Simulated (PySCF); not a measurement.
F₂H₂O₂SW, multiplicity 1. Atoms are numbered in the order given.

```xyz
8

W     -0.1143     0.0539     0.0000
S      1.9833    -0.3042     0.0000
F     -0.2659     1.9155     0.0000
F     -0.8691    -1.7012     0.0000
O     -0.6697     0.0195     1.8035
H     -1.1719    -0.6804     2.2426
O     -0.6697     0.0195    -1.8035
H     -1.1719    -0.6804    -2.2426
```

Geometry: B3LYP-D3(BJ)/def2-SVP. The multiplicity is an assumed one; no other spin state was optimised. The structure was generated by enumeration; whether it is a known compound was not checked. The def2 effective core potentials stand for the cores of W; spin–orbit coupling is left out. Other conformers were not sampled.

Computed with TDA-CAM-B3LYP/def2-SVPD in PySCF 2.14.0.

Vertical excitations.  State labels are in the subgroup Cs.

Computed UV-visible absorptions:
| state | symmetry | energy (eV) | λ (nm) | f | main pairs |
|---|---|---|---|---|---|
| S1 | A' | 3.45 | 359 | 0.002 | HOMO→LUMO 98 % |
| S2 | A" | 3.59 | 346 | 0.000 | HOMO→LUMO+1 89 % |
| S3 | A" | 3.72 | 334 | 0.001 | HOMO−1→LUMO 90 % |
| S4 | A' | 4.26 | 291 | 0.000 | HOMO−1→LUMO+1 48 %, HOMO→LUMO+2 46 % |
| S5 | A" | 4.55 | 272 | 0.000 | HOMO−1→LUMO+2 96 % |
| S6 | A" | 5.01 | 247 | 0.001 | HOMO−2→LUMO 95 % |
| S7 | A" | 5.25 | 236 | 0.004 | HOMO→LUMO+3 96 % |
| S8 | A' | 5.43 | 228 | 0.002 | HOMO−2→LUMO+1 80 %, HOMO−1→LUMO+3 14 % |
| S9 | A' | 5.54 | 224 | 0.011 | HOMO−1→LUMO+3 82 %, HOMO−2→LUMO+1 13 % |
| S10 | A" | 5.72 | 217 | 0.000 | HOMO−4→LUMO 94 % |
| T1 | A' | 3.11 | 399 | 0 | HOMO−1→LUMO+1 82 % |
| T2 | A' | 3.27 | 379 | 0 | HOMO→LUMO 83 %, HOMO−1→LUMO+1 13 % |
| T3 | A" | 3.27 | 379 | 0 | HOMO→LUMO+1 91 % |
| T4 | A" | 3.51 | 353 | 0 | HOMO−1→LUMO 95 % |
Triplets are in the Tamm–Dancoff approximation.
